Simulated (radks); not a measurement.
F-, 10 electrons, occupied as [Ne]. All-electron calculation, scalar-relativistic Kohn-Sham, LDA (Slater exchange, VWN5 correlation), spin-unpolarised, spherical densities, point nucleus; Watson sphere of charge +1 and radius 3.7 bohr. Program: a radial shooting solver on a logarithmic mesh with Libxc functionals.

Radial electron density D(r) = 4 pi r^2 rho(r):

```
   r/bohr * D(r) (the largest magnitude, 9.65, reaches the edge; | marks zero)
 0.006923 |*
 0.007743 | *
 0.008592 | *
  0.00961 | *
  0.01075 |  *
  0.01193 |   *
  0.01334 |   *
  0.01492 |    *
  0.01656 |      *
  0.01852 |       *
  0.02055 |        *
  0.02298 |          *
  0.02571 |            *
  0.02853 |               *
  0.03191 |                 *
  0.03569 |                    *
   0.0396 |                        *
  0.04429 |                           *
  0.04915 |                               *
  0.05497 |                                   *
  0.06148 |                                       *
  0.06822 |                                           *
  0.07631 |                                               *
  0.08467 |                                                  *
  0.09471 |                                                    *
   0.1059 |                                                      *
   0.1175 |                                                      *
   0.1315 |                                                     *
   0.1471 |                                                   *
   0.1632 |                                                *
   0.1825 |                                            *
   0.2025 |                                       *
   0.2265 |                                  *
   0.2534 |                              *
   0.2811 |                          *
   0.3144 |                        *
   0.3517 |                       *
   0.3902 |                       *
   0.4365 |                         *
   0.4843 |                            *
   0.5417 |                              *
   0.6059 |                                 *
   0.6724 |                                  *
    0.752 |                                   *
   0.8345 |                                  *
   0.9334 |                                *
    1.044 |                             *
    1.158 |                         *
    1.296 |                     *
    1.449 |                 *
    1.608 |             *
    1.799 |          *
    1.996 |       *
    2.232 |     *
    2.497 |   *
    2.771 |  *
    3.099 | *
    3.466 |*
    3.846 |*
    4.302 *
    4.773 *
    5.339 *
```

D(r) has 2 maxima, at r = 0.116, 0.740 bohr, and minima at 0.357 bohr, inside which lie 2.22 electrons.
